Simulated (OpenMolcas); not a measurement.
## Computed levels of Xe2+

```
Program             : OpenMolcas 26.06
Method              : SS-CASPT2, IPEA 0.25 Eh, imaginary shift 0.1 Eh (closed shells correlated: 4d 5s)
Basis               : ANO-RCC-VTZP [7s6p4d2f1g]
Scalar Hamiltonian  : DKH2, point nucleus
Active space        : 4 electrons in 3 orbitals (5p)
State averaging     : 2S+1 = 3 even, 3 roots; 2S+1 = 1 even, 6 roots
Spin-orbit coupling : RASSI with atomic mean-field integrals over the reference wave functions, term energies averaged over their components
```

Spin-free terms above the lowest, with the occupations of the reference:

```json
{"Configuration": "5s2 5p4", "Term": "3P", "E (cm-1)": "0.0", "Occupations": "5p 4.00"}
{"Configuration": "5s2 5p4", "Term": "1D", "E (cm-1)": "9810", "Occupations": "5p 4.00"}
{"Configuration": "5s2 5p4", "Term": "1S", "E (cm-1)": "25750", "Occupations": "5p 4.00"}
```

With spin-orbit coupling, above the lowest level:

```
Configuration  Term  J  E (cm-1)  Measured (cm-1)  Term weight %
      5s2 5p4    3P  2       0.0              0.0             90
      5s2 5p4    3P  0      7890             8130             84
      5s2 5p4    3P  1      8700             9794            100
      5s2 5p4    1D  2     16650            17099             90
      5s2 5p4    1S  0     35250            36103             84
```

Against the 4 measured excited levels shown (Saloman, J. Phys. Chem. Ref. Data 33, 765 (2004)) the mean absolute deviation is 660 cm-1; the largest miss in energy is 5s2 5p4 3P1: computed 8700, measured 9794 cm-1 (-11.2 %).

Spin-orbit coupling puts the lowest level 5180 cm-1 below the lowest spin-free term.

Term energies are means over components that CASPT2 splits; among the terms shown or strongly mixed into the levels shown the widest spread is 160 cm-1 (5s2 5p4 1D). With the s shell closed, the reference lacks s² → p² mixing. Computed and measured levels are paired by configuration, term and J; levels that our copy of the source lacks, or whose pairing is in doubt (as where it misses far off the trend of its configuration), stay unpaired and out of the deviations. Levels of configurations outside the active space are missing.

The term weight is that of the spin-free term in the level, not the purity of its configuration.
